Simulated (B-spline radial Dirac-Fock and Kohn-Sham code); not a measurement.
Elastic scattering of 23.1 keV electrons by neutral fluorine

The computed values come from a radial atomic solver: relativistic (Dirac) partial waves in the static field of the Dirac-Fock atom with Furness-McCarthy exchange, without polarisation or absorption potentials.

Input file task.json (cfg lists n, l and occupation; rrms is the nuclear radius in fm):

```json
{"items": [{
  "Z": 9,
  "q": 0,
  "cfg": [[1, 0, 2], [2, 0, 2], [2, 1, 5]],
  "A": 19,
  "rrms": 2.8976,
  "do": "elastic",
  "energies": [[23100.0, 0]],
  "theta": [5, 10, 15, 20, 25, 30, 35, 40, 45, 50, 55, 60, 65, 70, 75, 80, 85, 90, 95, 100, 105, 110, 115, 120, 125, 130, 135, 140, 145, 150, 155, 160, 165, 170, 175]
}]}
```

Launch: `python xray2_run.py task.json out`

```csv
θ (°),dσ/dΩ (Å²/sr),Sherman function
5,0.282,0.000
10,0.0252,0.000
15,0.00561,0.000
20,0.00195,0.000
25,0.000859,-0.001
30,0.000437,-0.001
35,0.000246,-0.001
40,0.000149,-0.002
45,9.63e-05,-0.003
50,6.51e-05,-0.003
55,4.58e-05,-0.004
60,3.34e-05,-0.005
65,2.50e-05,-0.006
70,1.93e-05,-0.007
75,1.51e-05,-0.007
80,1.21e-05,-0.008
85,9.92e-06,-0.009
90,8.24e-06,-0.009
95,6.95e-06,-0.010
100,5.94e-06,-0.010
105,5.14e-06,-0.011
110,4.50e-06,-0.011
115,3.99e-06,-0.011
120,3.58e-06,-0.011
125,3.24e-06,-0.011
130,2.96e-06,-0.010
135,2.73e-06,-0.010
140,2.54e-06,-0.009
145,2.39e-06,-0.008
150,2.26e-06,-0.007
155,2.17e-06,-0.006
160,2.09e-06,-0.005
165,2.03e-06,-0.004
170,1.99e-06,-0.003
175,1.96e-06,-0.001
```

The total elastic cross section is 0.0332 Å², the first transport cross section 0.000305 Å² and the second, weighted with (3/2) sin²θ, 0.000762 Å². The mean deflection is ⟨1 − cos θ⟩ = 0.00917, and 0.077 % of the collisions scatter beyond 90°.
